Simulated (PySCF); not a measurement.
# Broadened absorption spectrum of [C7H5O]+

Species: C₇H₅O (charge +1).
InChI=1S/C7H5O/c8-6-7-4-2-1-3-5-7/h1-5H/q+1

Level of theory: TDDFT CAM-B3LYP/def2-SVPD, vertical, gas phase, core orbitals frozen in the response (PySCF). Isolated species at its GFN2-xTB geometry, gas phase.

Each state is given a Gaussian of 0.5 eV full width at half maximum, with ε(max) = 2.175×10⁸ f / Δν̃ (Δν̃ the width in cm⁻¹). The width is an assumption, not a result. The curve ends short of the highest state used, and states not computed would add to its high-energy end.

| λ (nm) | ε (L mol⁻¹ cm⁻¹) |
| --- | --- |
| 192.8 | 622 |
| 199.5 | 34 |
| 206.2 | 11 |
| 212.8 | 186 |
| 219.5 | 1598 |
| 226.2 | 6367 |
| 232.9 | 13272 |
| 239.5 | 16022 |
| 246.2 | 12260 |
| 252.9 | 6409 |
| 259.6 | 2684 |
| 266.2 | 1599 |
| 272.9 | 1987 |
| 279.6 | 2724 |
| 286.3 | 3049 |
| 292.9 | 2745 |
| 299.6 | 2027 |
| 306.3 | 1260 |
| 313.0 | 674 |
| 319.6 | 321 |
| 326.3 | 135 |
| 333.0 | 51 |
| 339.7 | 18 |
| 346.3 | 6 |

(1) Where are the band maxima, and which computed states make them?

(2) On this curve, what absorbance would a 10⁻⁴ mol/L sample give at 222 nm over a 1 cm path?

(3) Coming from long wavelengths, where does ε first pass 100 L mol⁻¹ cm⁻¹?

Results:

(1) 286 nm (4.33 eV), ε about 3000, made up of S1 (100%); 239 nm (5.19 eV), ε about 16000, made up of S3 (100%) (ε in L mol⁻¹ cm⁻¹; maxima over ε = 5, shares over 10%). At its high-energy end, 6.43 eV, the curve is still rising (ε about 620, from S7 and S8). The states used: S1 4.33 eV (f 0.056); S2 5.04 eV (f 0.0000); S3 5.19 eV (f 0.298); S4 5.30 eV (f 0.0000); S5 6.16 eV (f 0.0000); S6 6.61 eV (f 0.0014); S7 6.99 eV (f 0.099); S8 7.03 eV (f 0.400).

(2) 222 nm is 5.585 eV, where ε is about 2900 L mol⁻¹ cm⁻¹, so A = ε c l ≈ 0.29 (Beer–Lambert, with the gas-phase spectrum and the assumed width).

(3) At about 328 nm (3.78 eV), 0.55 eV below S1.
